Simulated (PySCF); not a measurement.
**Selenium: a sound run and one with changed settings**

Sound run: Se⁺ [Ar] 3d10 4s2 4p3, Se²⁺ [Ar] 3d10 4s2 4p2. Computed with PySCF 2.14 in 6-31G*, with no relativity, point nucleus. In the sound run the correlated levels freeze [Ar] 3d10. The sound run starts from symmetry-adapted Hartree-Fock orbitals and uses a fine grid where one is needed.

Changed run: a valence shell is frozen. This setting is unsound on purpose.

```
species   method  sound run (hartree)  changed run (hartree)  converged
    Se⁺      MP2          -2399.26649            -2399.22356        yes
    Se⁺  CCSD(T)          -2399.28212            -2399.22791        yes
   Se²⁺      MP2          -2398.48662            -2398.44720        yes
   Se²⁺  CCSD(T)          -2398.50440            -2398.44904        yes
```

Ionisation energy of Se⁺:

```csv
method,sound run (eV),changed run (eV)
UHF,20.889,20.889
MP2,21.221,21.126
SCS-MP2,21.103,20.968
CCSD,21.160,21.194
CCSD(T),21.163,21.194
```

Freezing a valence shell removes pair correlation that changes on ionisation.

For comparison, NIST gives 21.196 ± 0.01 eV between the lowest levels.
